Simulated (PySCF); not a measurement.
Vibration and rotation of BeAl

UHF-CCSD(T) constants of BeAl, ²Π (doublet), unpaired electrons π ↑ (basis Be def2-TZVP, Al def2-TZVP; no relativity; PySCF 2.14; masses 9.0122 and 26.9815 u):

```
ωe              : 367.5 cm⁻¹
ωexe            : 7.23 cm⁻¹
Be              : 0.41478 cm⁻¹
αe              : 0.00776 cm⁻¹
D (centrifugal) : 2.11e-06 cm⁻¹
De to Be + Al   : 0.452 eV
```

(1) Give the vibrational terms G(v) and spacings up to v = 6.

(2) How well does the Morse estimate ωe²/(4ωexe) reproduce De, and what is D0?

Correlated steps freeze 5 core orbitals. The state was picked by a PBE0 search and need not be the measured ground state.

## Answers

(1) G(v) = ωe(v+½) − ωexe(v+½)².

```
v  G(v) (cm⁻¹)  G(v) − G(v−1)  Bv (cm⁻¹)
0        181.9                    0.4109
1        535.0          353.0     0.4031
2        873.6          338.6     0.3954
3       1197.7          324.1     0.3876
4       1507.3          309.7     0.3799
5       1802.5          295.2     0.3721
6       2083.3          280.7     0.3643
```

(2) It gives 0.579 eV, 128 % of the computed De. D0 = De − G(0) = 0.452 − 0.023 = 0.429 eV.
